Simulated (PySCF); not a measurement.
TiO2, SMILES [O]=[Ti]=[O], multiplicity 1. The structure is a stationary point at PBE-D3(BJ)/def2-TZVP. The multiplicity is an assumed one; other spin states were not compared. The isomer is the one that the SMILES or the coordinates give; other isomers of the formula were not compared.

All values below come from PBE-D3(BJ)/def2-TZVP run with PySCF.

Harmonic wavenumbers (cm⁻¹): 341, 956, 993. Rotational constants (GHz): 29.80, 8.586, 6.666; symmetry number 2.

### Question
Work out the zero-point energy and the ideal-gas rigid-rotor harmonic-oscillator thermochemistry at 298.15 K and 1 atm.

### Answer
ZPE = ½ Σ hcν = ½ × 2290 cm⁻¹ = 13.69 kJ/mol. H − E(el) = 24.80 kJ/mol. Entropy in J/(mol K): translation 163.38, rotation 89.46, vibration 5.92, total 258.76. G − E(el) = -52.35 kJ/mol. Cp = 43.33 J/(mol K).
